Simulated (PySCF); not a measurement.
Species: C7H4FNO.
Bonds: O1–C2 (double), C2–N3 (double), N3–C4, C4–C5 (aromatic), C5–C6 (aromatic), C6–C7 (aromatic), C7–F8, C7–C9 (aromatic), C9–C10 (aromatic), C4–C10 (aromatic). Hydrogens: H11 on C5; H12 on C6; H13 on C9; H14 on C10.

The same species was optimised twice, with GFN2-xTB and with PBE0-D3(BJ)/def2-SVP (PySCF), and the same property calculations (PySCF, gas phase) were run on both structures.

| coordinate | GFN2-xTB | PBE0-D3(BJ)/def2-SVP | change |
| --- | --- | --- | --- |
| C7–F8 (Å) | 1.348 | 1.331 | -0.017 |
| O1=C2 (Å) | 1.157 | 1.169 | +0.012 |
| N3–C4 (Å) | 1.372 | 1.382 | +0.010 |
| C5–C6 (Å) | 1.381 | 1.390 | +0.009 |
| C9–C10 (Å) | 1.381 | 1.390 | +0.009 |
| C2=N3 (Å) | 1.192 | 1.200 | +0.008 |
| C4–C10 (Å) | 1.395 | 1.402 | +0.007 |
| C4–C5 (Å) | 1.392 | 1.400 | +0.008 |
| C7–C9 (Å) | 1.384 | 1.390 | +0.006 |
| C6–C7 (Å) | 1.384 | 1.390 | +0.006 |
| O1–C2–N3 (°) | 169.7 | 174.7 | +5.0 |
| N3–C4–C5 (°) | 118.1 | 119.0 | +0.9 |
| C5–C4–C10 (°) | 120.3 | 119.5 | -0.8 |
| C2–N3–C4 (°) | 146.5 | 147.2 | +0.7 |
| C6–C7–C9 (°) | 121.9 | 121.4 | -0.5 |
| C4–C10–C9 (°) | 119.8 | 120.3 | +0.5 |
| C4–C5–C6 (°) | 120.0 | 120.4 | +0.4 |
| C5–C6–C7 (°) | 118.9 | 119.2 | +0.3 |
| C2–N3–C4–C5 (°) | -179 | 180 | -1 |

Rotational constants: A = 5338, B = 640.9, C = 572.2 MHz (GFN2-xTB) against A = 5249, B = 634.9, C = 566.4 MHz (PBE0-D3(BJ)/def2-SVP). Point groups within 0.08 Å: Cs and Cs.

On the GFN2-xTB structure: HOMO (eV) -6.98 [PBE0/pcSseg-1]; LUMO (eV) -0.94 [PBE0/pcSseg-1]; dipole (D) 1.00 [PBE0/pcSseg-1]; GIAO shielding of O1 (ppm) 171.2 [PBE0/pcSseg-1]; GIAO shielding of C2 (ppm) 59.9 [PBE0/pcSseg-1]; GIAO shielding of N3 (ppm) 204.4 [PBE0/pcSseg-1]; GIAO shielding of C4 (ppm) 53.2 [PBE0/pcSseg-1]; GIAO shielding of C5/C10 (mean) (ppm) 53.9 [PBE0/pcSseg-1]; GIAO shielding of C6/C9 (mean) (ppm) 64.2 [PBE0/pcSseg-1]; GIAO shielding of C7 (ppm) 17.2 [PBE0/pcSseg-1]; GIAO shielding of F8 (ppm) 289.6 [PBE0/pcSseg-1].

Q: What do these properties become on the PBE0-D3(BJ)/def2-SVP structure?

A: 
| property | level | on GFN2-xTB | on PBE0-D3(BJ)/def2-SVP | change |
| --- | --- | --- | --- | --- |
| HOMO (eV) | PBE0/pcSseg-1 | -6.98 | -6.99 | -0.01 |
| LUMO (eV) | PBE0/pcSseg-1 | -0.94 | -0.97 | -0.03 |
| dipole (D) | PBE0/pcSseg-1 | 1.00 | 1.19 | +0.19 |
| energy, GFN2-xTB geometry as zero (kcal/mol) | PBE0/pcSseg-1 | 0.0 | -0.7 | -0.7 |
| GIAO shielding of O1 (ppm) | PBE0/pcSseg-1 | 171.2 | 168.1 | -3.1 |
| GIAO shielding of C2 (ppm) | PBE0/pcSseg-1 | 59.9 | 57.7 | -2.2 |
| GIAO shielding of N3 (ppm) | PBE0/pcSseg-1 | 204.4 | 201.9 | -2.5 |
| GIAO shielding of C4 (ppm) | PBE0/pcSseg-1 | 53.2 | 51.2 | -2.0 |
| GIAO shielding of C5/C10 (mean) (ppm) | PBE0/pcSseg-1 | 53.9 | 51.5 | -2.4 |
| GIAO shielding of C6/C9 (mean) (ppm) | PBE0/pcSseg-1 | 64.2 | 62.6 | -1.6 |
| GIAO shielding of C7 (ppm) | PBE0/pcSseg-1 | 17.2 | 17.1 | -0.1 |
| GIAO shielding of F8 (ppm) | PBE0/pcSseg-1 | 289.6 | 291.1 | +1.5 |

The heavy atoms differ by 0.029 Å rms after alignment. Among bonds between heavy atoms C7–F8 changes most (-0.017 Å). Changes are differences of the printed values. Neither structure is proved a minimum here.

Conformer computed: `[O:1]=[C:2]=[N:3][c:4]1[cH:5][cH:6][c:7]([F:8])[cH:9][cH:10]1`: C2–N3–C4–C5 180°.
